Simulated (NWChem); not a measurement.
System: CH$_{3}$N$_{2}$S, doublet; SMILES [NH]C(N)=S

NWChem input:

```
start job
memory heap 200 mb stack 900 mb global 1100 mb
geometry units angstroms noautoz
  N      1.224426    -0.999962    -0.143466
  C      0.067456    -0.423924     0.026675
  N     -1.065492    -1.153014     0.099605
  S      0.020455     1.295328    -0.037495
  H      1.993863    -0.377813     0.111806
  H     -0.990445    -2.152532    -0.045133
  H     -1.954812    -0.702578    -0.062404
end
basis spherical
  N library def2-tzvp
  C library def2-tzvp
  S library def2-tzvp
  H library def2-tzvp
end
dft
  odft
  mult 2
  xc b3lyp
  iterations 150
  mulliken
end
task dft energy
```

The geometry was optimised at PBE0/def2-SVP, spin-unrestricted. No stability test was run on the SCF state.

**Question.** Predict the main results of this run. (B3LYP/def2-TZVP, spin-unrestricted.) Quantities: energy (Ha); highest occupied level (eV); lowest empty minus highest occupied level, either spin (eV); dipole (D); <S²>.

**Answer.** 
| Quantity | Result |
|---|---|
| energy (Ha) | -547.66 |
| highest occupied level (eV) | -6.72 |
| lowest empty minus highest occupied level, either spin (eV) | 2.34 |
| dipole (D) | 2.10 |
| <S²> | 0.764 |
